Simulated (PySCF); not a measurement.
Diatomic cations of Mg with group 14

CCSD(T) with double-zeta basis sets in PySCF, for the lowest determinant that a PBE0 search found; no spin–orbit coupling. De refers to high-spin ground-configuration atoms (the charge goes to the atom of lower measured ionisation energy or higher electron affinity, which is not always the lowest computed limit).

| M | basis | reference, frozen orbitals | charged atom | state (unpaired electrons) | Re (Å) | ωe (cm⁻¹) | De (eV) |
| --- | --- | --- | --- | --- | --- | --- | --- |
| C | x2c-SVPall | UHF, 2 | Mg+ | quartet (σ ↑, π ↑↑) | 2.020 | 618 | 1.11 |
| Si | cc-pVDZ/cc-pV(D+d)Z | UHF, 6 | Mg+ | doublet (π ↑) | 2.748 | 273 | 1.64 |
| Ge | def2-SVPD | UHF, 10 | Mg+ | doublet (π ↑) | 2.821 | 213 | 1.66 |
| Sn | x2c-SVPall | UHF, 19 | Sn+ | doublet (π ↑) | 3.005 | 188 | 1.53 |
| Pb | def2-SVP | ROHF, 5 | Pb+ | doublet (π ↑) | 3.070 | 173 | n/a |

(1) By what factor does the bond length vary along the series?

The rows differ in basis set, which adds steps of its own.

The state changes along the series, so neighbouring rows are not always alike in their bonding.

Correlated steps freeze the inner cores (2 to 19 orbitals); shallow outer-core shells are correlated. UHF and ROHF references stand side by side, which adds small steps between rows. Correlated levels converge slowly with the basis: in double zeta they bind strong bonds too weakly, by up to about 1 eV, and carry superposition errors of some tenths. These are scalar-relativistic numbers at best; spin–orbit coupling would shift them, the dissociation energy most. For an ion De counts to the pair picked by the measured ionisation energies or electron affinities, which need not be the lowest pair at this level. States were picked by a PBE0 search and need not be the measured ground states.

Answers

(1) At CCSD(T) it runs from 2.020 Å (MgC⁺) to 3.005 Å (MgSn⁺), a factor of 1.49.
